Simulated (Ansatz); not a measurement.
Relaxation of W2O5⁻ with UKS PBE-D4/def2-SVPD.

```sh
$ ansatz run in.yaml --threads 4 --pin off --events-out ev --progress --plain --max-ram 4787MiB
```

```yaml
crystal:
  periodic: [false, false, false]
  atoms:
    - {symbol: W, position_ang: [1.005720, 0.688090, -0.503860]}
    - {symbol: W, position_ang: [-0.960010, -0.723480, 0.540750]}
    - {symbol: O, position_ang: [-1.875600, 0.150830, 1.699260]}
    - {symbol: O, position_ang: [0.928810, -0.717280, 0.781370]}
    - {symbol: O, position_ang: [1.392850, 0.227440, -2.110800]}
    - {symbol: O, position_ang: [1.093470, 2.282640, 0.124290]}
    - {symbol: O, position_ang: [-1.585250, -1.908240, -0.531020]}
basis:
  gaussian: {orbitals: def2-SVPD}
total_charge: -1
magnetization: {spin_polarized: true, initial_magnetization: 1}
hamiltonian: {xc: pbe, dispersion: d4}
scf: {lower_state_search: "off"}
output: {orbitals: {seedname: orbitals}}
relax: {f_tol: 0.02, max_steps: 100}
```

It took 92 s on 4 threads of Arm Neoverse V2 on a shared host.

Positions (Å) and forces (eV/Å) at steps 1, 2, 3, 4, 5, 6, 7, 8, 9, 10, 11, 12, 13, 14, 15, 16, 17, 19 of 19:

```xyz
7
step=1 energy=-13881.0342 eV
W     1.006    0.688   -0.504   -1.149   -0.947    0.741
W    -0.960   -0.723    0.541    1.365    0.814   -0.545
O    -1.876    0.151    1.699   -1.893    0.982    1.704
O     0.929   -0.717    0.781    1.881   -1.479    1.606
O     1.393    0.227   -2.111    0.854   -0.167   -2.604
O     1.093    2.283    0.124    0.446    2.655    0.468
O    -1.585   -1.908   -0.531   -1.503   -1.858   -1.370
7
step=2 energy=-13881.4597 eV
W     0.941    0.730   -0.550    1.363    0.941   -0.652
W    -1.012   -0.680    0.493   -1.195   -0.940    0.722
O    -1.991    0.027    1.794    0.398   -0.262   -0.695
O     0.933   -0.720    0.786   -0.140    0.097   -0.110
O     1.561    0.310   -2.160   -0.412    0.252    0.751
O     1.267    2.363    0.069   -0.270   -0.795   -0.373
O    -1.699   -2.029   -0.433    0.257    0.708    0.357
7
step=3 energy=-13881.3460 eV rejected
W     1.111    0.666   -0.468    2.111    1.714   -1.312
W    -0.932   -0.809    0.624   -2.064   -1.591    1.159
O    -2.025    0.131    1.697    1.161   -0.924   -1.384
O     1.027   -0.793    0.866   -1.338    0.808   -0.917
O     1.420    0.334   -2.207   -0.517    0.445    1.900
O     1.129    2.394    0.026   -0.186   -1.900   -0.643
O    -1.730   -1.925   -0.538    0.833    1.449    1.197
7
step=4 energy=-13881.4785 eV
W     1.037    0.746   -0.551   -0.782   -0.118    0.019
W    -1.035   -0.751    0.556    0.701    0.473   -0.339
O    -2.025    0.028    1.793    0.087   -0.290   -0.339
O     0.923   -0.712    0.777   -0.065   -0.279    0.249
O     1.563    0.332   -2.185   -0.013    0.252    0.373
O     1.269    2.389    0.049    0.072   -0.355   -0.282
O    -1.732   -2.032   -0.439   -0.001    0.318    0.319
7
step=5 energy=-13881.5366 eV
W     0.998    0.698   -0.513    0.189    0.507   -0.424
W    -0.967   -0.734    0.550   -0.431   -0.164    0.094
O    -1.984    0.086    1.734    0.094   -0.173   -0.207
O     0.977   -0.754    0.823    0.123   -0.240    0.236
O     1.481    0.310   -2.164   -0.034    0.129    0.257
O     1.188    2.356    0.056    0.020   -0.259   -0.156
O    -1.693   -1.962   -0.488    0.040    0.200    0.200
7
step=6 energy=-13881.5502 eV
W     0.986    0.721   -0.535    0.147    0.367   -0.311
W    -0.991   -0.735    0.547   -0.056   -0.152    0.130
O    -2.008    0.044    1.755    0.077   -0.085   -0.174
O     0.957   -0.739    0.807   -0.114   -0.160    0.132
O     1.531    0.334   -2.164   -0.066    0.071    0.212
O     1.244    2.365    0.040   -0.029   -0.219   -0.097
O    -1.718   -1.990   -0.451    0.041    0.177    0.108
7
step=7 energy=-13881.5640 eV
W     0.975    0.729   -0.545    0.045    0.365   -0.323
W    -0.989   -0.757    0.569    0.428   -0.154    0.184
O    -2.019    0.036    1.750   -0.011    0.021   -0.072
O     0.958   -0.740    0.808   -0.413   -0.213    0.143
O     1.549    0.349   -2.161   -0.025    0.000    0.089
O     1.259    2.366    0.026   -0.010   -0.095   -0.011
O    -1.732   -1.984   -0.446   -0.015    0.076   -0.009
7
step=8 energy=-13881.5978 eV
W     0.938    0.749   -0.553    0.340    0.443   -0.410
W    -0.977   -0.806    0.604    0.604   -0.239    0.459
O    -2.032    0.055    1.715    0.001    0.010   -0.106
O     0.960   -0.739    0.809   -0.732   -0.123    0.021
O     1.540    0.366   -2.158   -0.068    0.005    0.146
O     1.306    2.368    0.026   -0.098   -0.176   -0.023
O    -1.735   -1.993   -0.444   -0.048    0.081   -0.088
7
step=9 energy=-13881.4926 eV rejected
W     0.988    0.714   -0.538    1.138    1.381   -0.810
W    -0.927   -0.929    0.744   -2.079   -0.483   -0.286
O    -2.092    0.063    1.692    1.676   -0.961   -1.031
O     1.016   -0.781    0.857   -1.337    0.320   -0.463
O     1.570    0.422   -2.190   -0.549   -0.065    1.192
O     1.258    2.409   -0.061   -0.373   -1.472   -0.163
O    -1.813   -1.897   -0.504    1.524    1.280    1.561
7
step=10 energy=-13881.6613 eV
W     0.926    0.737   -0.569    0.442    0.367   -0.086
W    -0.958   -0.864    0.679    0.480   -0.536    0.247
O    -2.022    0.067    1.722    0.020    0.026   -0.166
O     0.970   -0.747    0.816   -0.855    0.040   -0.154
O     1.577    0.359   -2.154   -0.105    0.030    0.087
O     1.252    2.366    0.002   -0.077   -0.203   -0.097
O    -1.744   -1.918   -0.495    0.094    0.275    0.169
7
step=11 energy=-13881.7171 eV
W     0.931    0.743   -0.574    0.401   -0.197    0.346
W    -0.948   -0.934    0.746   -0.189   -0.420   -0.245
O    -2.024    0.083    1.701    0.260   -0.180   -0.279
O     0.962   -0.749    0.815   -0.627    0.347   -0.384
O     1.585    0.369   -2.157   -0.143    0.097    0.100
O     1.248    2.374   -0.014   -0.088   -0.158   -0.143
O    -1.753   -1.885   -0.517    0.386    0.510    0.605
7
step=12 energy=-13881.7523 eV
W     0.990    0.728   -0.556   -0.079   -0.588    0.721
W    -0.938   -0.996    0.794   -1.096    0.398   -0.370
O    -2.008    0.112    1.665    0.538   -0.533   -0.328
O     0.941   -0.761    0.806    0.247    0.340   -0.293
O     1.574    0.384   -2.165   -0.002    0.092   -0.159
O     1.198    2.380   -0.025    0.007    0.048   -0.125
O    -1.758   -1.846   -0.520    0.385    0.243    0.552
7
step=13 energy=-13881.7885 eV
W     1.014    0.712   -0.520    0.164   -0.250    0.123
W    -0.935   -0.977    0.773   -0.412    0.085    0.010
O    -2.001    0.123    1.631    0.102   -0.118   -0.055
O     0.950   -0.769    0.826    0.197    0.209   -0.161
O     1.504    0.382   -2.170   -0.067    0.097    0.103
O     1.200    2.379   -0.018   -0.026   -0.024   -0.072
O    -1.732   -1.850   -0.521    0.041    0.001    0.052
7
step=14 energy=-13881.8057 eV
W     1.152    0.709   -0.503    0.097   -0.364    0.283
W    -0.977   -0.933    0.736    0.565   -0.048    0.099
O    -2.083    0.043    1.666   -0.094    0.173    0.109
O     0.961   -0.739    0.811   -0.411    0.203   -0.234
O     1.507    0.429   -2.189   -0.033   -0.059   -0.151
O     1.233    2.393   -0.058   -0.057    0.203    0.080
O    -1.793   -1.901   -0.463   -0.066   -0.108   -0.187
7
step=15 energy=-13881.8017 eV rejected
W     1.211    0.700   -0.485   -0.299   -0.204    0.216
W    -0.970   -0.953    0.752   -0.051    0.330   -0.159
O    -2.065    0.062    1.658   -0.064    0.027    0.096
O     0.932   -0.724    0.797    0.452   -0.217    0.259
O     1.464    0.408   -2.185    0.061   -0.008   -0.304
O     1.198    2.389   -0.050    0.014    0.251    0.026
O    -1.771   -1.883   -0.486   -0.112   -0.178   -0.134
7
step=16 energy=-13881.8200 eV
W     1.176    0.700   -0.490   -0.007   -0.174    0.111
W    -0.969   -0.937    0.738    0.191    0.056   -0.012
O    -2.067    0.060    1.658   -0.071    0.100    0.088
O     0.952   -0.738    0.810   -0.002    0.020   -0.014
O     1.480    0.416   -2.187   -0.018   -0.019   -0.081
O     1.206    2.389   -0.050   -0.032    0.118    0.035
O    -1.778   -1.890   -0.478   -0.062   -0.102   -0.126
7
step=17 energy=-13881.8274 eV
W     1.211    0.676   -0.463    0.066   -0.058    0.050
W    -0.948   -0.911    0.715    0.011   -0.024    0.020
O    -2.038    0.098    1.637   -0.010    0.007    0.004
O     0.980   -0.759    0.832   -0.035    0.019   -0.025
O     1.413    0.393   -2.177   -0.008    0.005   -0.044
O     1.135    2.369   -0.036   -0.015    0.056    0.000
O    -1.754   -1.865   -0.508   -0.009   -0.006   -0.004
7
step=19 energy=-13881.8285 eV
W     1.240    0.673   -0.457    0.001    0.005   -0.005
W    -0.949   -0.898    0.702   -0.007    0.000    0.000
O    -2.041    0.097    1.638    0.000    0.000    0.002
O     0.983   -0.759    0.829    0.004   -0.004    0.003
O     1.403    0.395   -2.175    0.001   -0.002   -0.001
O     1.123    2.366   -0.036    0.000    0.001    0.002
O    -1.760   -1.874   -0.501    0.000   -0.002   -0.001
```

In the def2 sets W takes a core potential; there is no spin–orbit coupling. The relaxation made no stability test and no search for a lower SCF solution. No other spin state of charge -1 was run. The structure comes from a short search, and lower isomers may exist.
